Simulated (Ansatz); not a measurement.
`CC(Cl)I` + HCl → `ClC(Cl)I` + CH₄  (substitution at a C–C bond)

Computed with Ansatz on PBE0-D4/def2-TZVP structures; ΔE is electronic, products minus reactants. CBS: MP2 limit from def2 TZ/QZ plus the TZ coupled-cluster correction, frozen cores. This one scheme is used for every species. DFT in def2-TZVPP. Elements past krypton have def2 core potentials. For I outer-core shells are correlated without core-valence functions, which leaves a few kJ/mol of doubt a bond.

```
             level  ΔE (eV)
         revPBE-D4     0.40
           BLYP-D4     0.38
           PBE0-D4     0.49
SCS-MP2/def2-QZVPP     0.51
```

Question: What does CCSD(T)/CBS give? (Estimate.)

Answer: The calculation gave: +0.53 eV. The listed levels differ from it by -0.13, -0.15, -0.04, -0.02 eV.

Largest T1 diagnostic among the species: 0.009.

In def2-TZVPP, CCSD(T) changes the Hartree–Fock value by −0.04 eV (the triples alone add −0.03 eV) and MP2 by −0.06 eV. At CCSD(T), def2-SVP lies +0.13 eV from the extrapolated value and def2-TZVPP +0.04 eV.
